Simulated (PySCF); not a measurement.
Molecule: CH₇Si₂, net charge 0, doublet state. It need not be the lowest isomer of its formula. SMILES: C[SiH][SiH3]
Geometry: optimised at B3LYP-D3(BJ)/def2-TZVP (Ansatz).

Dispersion corrections to the total energy (kcal/mol) from the dftd3 and dftd4 libraries through PySCF: D3(BJ) without and D4 with the three-body term, each with the damping fitted for the functional named.

```tsv
functional	D3(BJ)	D4
BP86	-8.26	-6.21
BHLYP	-7.26	-5.97
HSE06	-3.46	-3.61
PBE0	-4.25	[?]
HF	[?]	-15.47
BLYP	-10.50	-9.88
PW6B95	[?]	-3.82
```

Problem. Complete the blanks.

Solution. 
- PBE0, D4: -3.85
- HF, D3(BJ): -38.38
- PW6B95, D3(BJ): -2.83
